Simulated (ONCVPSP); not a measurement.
## Ge: one change to an ONCV potential, before and after

germanium (Ge), optimised norm-conserving Vanderbilt (ONCV), made with ONCVPSP 4.0.1 (PW91, scalar-relativistic). Core [Ne], reference 3s2 3p6 3d10 4s2 4p2. Waves: 3s+4s: rc 1.20 bohr, ncon 3, nbas 8, qcut 12.8 1/bohr, 2 projectors; 3p+4p: rc 1.15 bohr, ncon 4, nbas 8, qcut 10.2 1/bohr, 2 projectors; 3d: rc 1.15 bohr, ncon 4, nbas 9, qcut 14.9 1/bohr, 3 projectors, debl 0.7 Ha. Local part: polynomial inside 0.95 bohr (lpopt 5, dvloc0 4 Ha). Core correction: Teter function, fcfact 5, rcfact 1.35.

In the d channel the program set the typed energies aside and used -1.080, 0.250, 0.950 Ha.

Change: s: qcut 15.9; p: qcut 12.7; d: qcut 18.5.

Cutoffs: the cutoffs (Ha) at which the residual kinetic energy of the hardest occupied pseudo-wave falls to 1 and 0.1 mHa per electron; they do not see the model core or the augmentation charge, which bear on the density cutoff. Errors are all-electron minus pseudo energies relative to the spin-unpolarised reference configuration.

Problem. How do hardness, ghosts and transferability respond?

Solution. The potential gets harder (85 Ha and 95 Ha → 105 Ha and 119 Ha); of the 4 tests that both files solve, the error grows in 0 and shrinks in 1 by more than 15 % and 0.3 meV (median size 2.7 → 1.8 meV); neither file shows a bound ghost.

```tsv
quantity	base	changed
cutoff, loose	85 Ha	105 Ha
cutoff, tight	95 Ha	119 Ha
loose cutoff by channel	s 45 Ha, p 46 Ha, d 85 Ha	s 65 Ha, p 56 Ha, d 105 Ha
bound ghosts	none	none
GHOST(+) flags under 300 eV	none	none
error for 3s2 3p6 3d10 4s2 4p1, meV [ΔE 7.50 eV]	-0.6	-0.7
error for 3s2 3p6 3d10 4s2 4p0, meV [ΔE 23.03 eV]	-1.9	-1.9
error for 3s2 3p6 3d10 4s1 4p0, meV [ΔE 57.93 eV]	-5.6	-5.1
error for 3s2 3p6 3d10 4s0 4p4, meV [ΔE 16.25 eV]	-3.6	-1.7
s: phases at 1.22 bohr within 0.05 rad from the reference energy up to (Ha; the scan ends near 5)	to the end of the scan	to the end of the scan
p: phases at 1.17 bohr within 0.05 rad from the reference energy up to (Ha; the scan ends near 5)	to the end of the scan	to the end of the scan
d: phases at 1.17 bohr within 0.05 rad from the reference energy up to (Ha; the scan ends near 5)	to the end of the scan	to the end of the scan
rms error of d²Exc/dni dnj with the model core, mHa	1.49	1.47
```
